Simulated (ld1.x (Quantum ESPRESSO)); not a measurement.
fluorine, ultrasoft: configuration errors across variants

| Quantity | Value |
| --- | --- |
| Element | F (Z = 9) |
| Generator | ld1.x (Quantum ESPRESSO) 7.5 |
| Type | ultrasoft |
| Functional | LDA (PZ) |
| Relativity | scalar-relativistic |
| Frozen core | [He] |
| Valence charge | 7 |
| Reference configuration | 2s2 2p5 |
| Partial waves | 2s (bound): rcut 0.60, rcutus 0.85 bohr; 2s channel at -1.05 Ry: rcut 0.60, rcutus 0.85 bohr; 2p (bound): rcut 1.45, rcutus 1.60 bohr; 2p channel at -0.25 Ry: rcut 1.45, rcutus 1.60 bohr; 3d channel at 0.25 Ry: rcut 0.90, rcutus 1.20 bohr; 3d channel at 1.2 Ry: rcut 0.90, rcutus 1.20 bohr |
| Local potential | all-electron potential smoothed inside 0.85 bohr (lloc = -1) |
| Core correction | Bessel-smoothed model core inside 0.55 bohr |
| Augmentation charge | PSQ, inside the norm-conserving radii |

All-electron excitation energies from the reference (eV): (1) 2s2 2p4 19.555; (2) 2s2 2p3 58.067; (3) 2s2 2p2 118.799; (4) 2s2 2p4.5 7.630; (5) 2s2 2p1 204.666; (6) 2s1 2p6 18.390; (7) 2s1 2p5 38.211; (8) 2s2 2p5 spin -0.379; (9) 2s2 2p4 spin 17.723.

Spin tests fill each open shell by Hund’s rule, majority spin first.

The overlap operator is not positive definite (basis up to 400 Ry) in “base”, “waves 2s (bound): rcut 0.54, rcutus 0.58 bohr; 2s channel at -1.05 Ry: rcut 0.54, rcutus 0.58 bohr”, “waves 2s (bound): rcut 0.60, rcutus 0.68 bohr; 2s channel at -1.05 Ry: rcut 0.60, rcutus 0.68 bohr”, “waves 2s (bound): rcut 0.60, rcutus 0.82 bohr; 2s channel at -1.05 Ry: rcut 0.60, rcutus 0.82 bohr”, “waves 2s (bound): rcut 0.60, rcutus 1.14 bohr; 2s channel at -1.05 Ry: rcut 0.60, rcutus 1.14 bohr”, “waves 2s (bound): rcut 0.60, rcutus 1.26 bohr; 2s channel at -1.05 Ry: rcut 0.60, rcutus 1.26 bohr”. Such files are unfit for use, however small their errors in these radial tests.

A true bound ghost makes a file unfit for plane-wave use even where its test errors are small: the radial tests pick states by their node count and pass the ghost by.

Errors AE − PS in meV (a dash: test not solved or not reliable):

| change | (1) | (2) | (3) | (4) | (5) | (6) | (7) | (8) | (9) | bound ghosts |
| --- | --- | --- | --- | --- | --- | --- | --- | --- | --- | --- |
| base | +117 | +603 | +1456 | +23 | +2657 | +17 | +46 | +1.9 | +125 | not determined (overlap not positive) |
| waves 2s (bound): rcut 0.54, rcutus 0.58 bohr; 2s channel at -1.05 Ry: rcut 0.54, rcutus 0.58 bohr | +116 | +605 | +1464 | +23 | +2682 | +23 | +52 | +2.3 | +127 | s (d not tested, overlap not positive) |
| waves 2s (bound): rcut 0.60, rcutus 0.68 bohr; 2s channel at -1.05 Ry: rcut 0.60, rcutus 0.68 bohr | +117 | +604 | +1459 | +23 | +2665 | +19 | +48 | +2.1 | +126 | not determined (overlap not positive) |
| waves 2s (bound): rcut 0.60, rcutus 0.82 bohr; 2s channel at -1.05 Ry: rcut 0.60, rcutus 0.82 bohr | +117 | +603 | +1456 | +23 | +2657 | +17 | +46 | +2.0 | +125 | not determined (overlap not positive) |
| waves 2s (bound): rcut 0.60, rcutus 1.14 bohr; 2s channel at -1.05 Ry: rcut 0.60, rcutus 1.14 bohr | +117 | +604 | +1461 | +23 | +2681 | +16 | +44 | +1.8 | +124 | not determined (overlap not positive) |
| waves 2s (bound): rcut 0.60, rcutus 1.26 bohr; 2s channel at -1.05 Ry: rcut 0.60, rcutus 1.26 bohr | +117 | +605 | +1469 | +23 | +2711 | +16 | +44 | +1.8 | +124 | not determined (overlap not positive) |

(1) Give the same row for: waves 2s (bound): rcut 0.60, rcutus 1.00 bohr; 2s channel at -1.05 Ry: rcut 0.60, rcutus 1.00 bohr.

Results:

(1) +117, +603, +1456, +23, +2663, +16, +45, +1.9, +125; bound ghosts: not determined (overlap not positive). Its overlap operator is not positive definite in a basis up to 400 Ry (lowest eigenvalue d -0.22), so the file is unfit for use: the generalised eigenproblem breaks down once the basis is large enough, and its test numbers describe a broken file.
